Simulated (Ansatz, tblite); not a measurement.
Forces on n-GeGeSiH8 (SiGe₂H₈) at its PBE0-D4/def2-SVP geometry. Charge 0, multiplicity 1.

The xTB rows come from tblite.

GFN1-xTB (tblite), largest force 0.67 eV/Å:

```xyz
11
positions Å, forces eV/Å
Ge    1.237    1.325    0.866   -0.212   -0.082   -0.526
Ge   -0.023    0.323   -0.947    0.109   -0.018    0.439
Si   -1.229   -1.577   -0.166    0.044    0.102   -0.168
H     2.310    0.339    1.366   -0.409    0.510   -0.102
H     0.296    1.658    2.039    0.512   -0.091   -0.415
H     1.931    2.620    0.407   -0.187   -0.491    0.406
H    -1.006    1.362   -1.524    0.506   -0.321    0.046
H     0.941   -0.093   -2.077   -0.388    0.349    0.301
H    -2.015   -2.209   -1.270    0.210    0.083    0.525
H    -2.168   -1.160    0.920    0.263   -0.289   -0.350
H    -0.275   -2.587    0.387   -0.449    0.247   -0.154
```

GFN2-xTB (tblite), largest force 0.60 eV/Å:

```
Ge -0.157 -0.047 -0.442
Ge -0.173 -0.385 0.431
Si -0.085 -0.103 -0.063
H -0.288 0.463 -0.004
H 0.473 -0.041 -0.267
H -0.092 -0.346 0.401
H 0.391 -0.185 -0.065
H -0.277 0.313 0.126
H 0.258 0.187 0.425
H 0.309 -0.182 -0.363
H -0.361 0.327 -0.178
```

PBE-D4/def2-TZVP (Ansatz), largest force 0.13 eV/Å:

```
Ge -0.010 -0.006 -0.028
Ge -0.043 -0.074 0.062
Si -0.007 -0.029 0.008
H 0.082 -0.071 0.043
H -0.067 0.028 0.089
H 0.063 0.106 -0.027
H -0.072 0.090 -0.053
H 0.080 -0.021 -0.097
H -0.014 -0.016 -0.007
H -0.010 -0.002 0.009
H -0.001 -0.005 0.003
```
